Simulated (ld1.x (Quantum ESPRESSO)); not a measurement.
# rhenium, PAW: configuration errors across variants

* Element: rhenium
* Generator: ld1.x (Quantum ESPRESSO) 7.5
* Type: PAW
* Functional: PBE
* Relativity: scalar-relativistic
* Frozen core: [Xe] 4f14
* Valence charge: 7
* Reference configuration: 5d5 6s1.5 6p0 (charge +0.5)
* Partial waves: 6s (bound): rcut 2.45, rcutus 2.70 bohr; 6s channel at -0.05 Ry: rcut 2.45, rcutus 2.70 bohr; 6p (bound, empty): rcut 2.05, rcutus 2.85 bohr; 6p channel at 0.85 Ry: rcut 2.05, rcutus 2.85 bohr; 5d (bound): rcut 2.00, rcutus 2.15 bohr; 5d channel at 0.1 Ry: rcut 2.00, rcutus 2.15 bohr; 5f channel at -0.05 Ry: rcut 2.10, rcutus 2.85 bohr
* Local potential: all-electron potential smoothed inside 1.60 bohr (lloc = -1)
* Core correction: a·sin(br)/r model core, default radius (ld1.x builds one for every PAW set, though the input has nlcc=.false.)
* Augmentation charge: PSQ, inside the norm-conserving radii

All-electron excitation energies from the reference (eV): (1) 5d5 6s2 6p0 -3.781; (2) 5d5 6s1 6p0 5.467; (3) 5d5 6s0 6p0 21.789; (4) 5d5 6s0 6p1 11.274; (5) 5d4 6s0 6p0 48.917; (6) 5d4 6s2 6p1 1.276; (7) 5d5 6s1 6p1 1.004.

3 further variants failed, have other tests or another functional or relativity, and are left out.

A true bound ghost makes a file unfit for plane-wave use even where its test errors are small: the radial tests pick states by their node count and pass the ghost by. Where a test does run into it, the solver fails or the error is huge.

Errors AE − PS in meV (a dash: test not solved or not reliable):

| change | (1) | (2) | (3) | (4) | (5) | (6) | (7) | bound ghosts |
| --- | --- | --- | --- | --- | --- | --- | --- | --- |
| base | +1.8 | -0.7 | +18 | -1.7 | -131 | -33 | +0.3 | s, p |
| waves 6s (bound): rcut 2.40, rcutus 2.54 bohr; 6s channel at -0.05 Ry: rcut 2.40, rcutus 2.54 bohr | +1.8 | -0.6 | +20 | -1.1 | -130 | -32 | +0.3 | s, p |
| wave 5f channel at -0.05 Ry: rcut 2.10, rcutus 2.85 bohr becomes 5f channel at 0.21 Ry: rcut 2.10, rcutus 2.85 bohr | +1.8 | -0.7 | +18 | -1.7 | -131 | -33 | +0.3 | s, p |
| wave 5f channel at -0.05 Ry: rcut 2.10, rcutus 2.85 bohr becomes 5f channel at -0.05 Ry: rcut 2.10, rcutus 2.84 bohr | +1.8 | -0.7 | +18 | -1.7 | -131 | -33 | +0.3 | s, p |

Question: Give the same row for: all radii but the core radius scaled by about 0.87 (s 2.36, p 2.48, d 1.88, f 2.48 bohr, rcut 2.14/1.78/1.74/1.82); local potential all-electron potential smoothed inside 1.40 bohr (lloc = -1).

Answer: +0.9, +1.8, +34, –, -114, -3097, –; bound ghosts: s, p. Not counted: 5d5 6s0 6p1 (solver errors, printed error +2.6 eV); 5d5 6s1 6p1 (solver errors, printed error -2.3 eV).
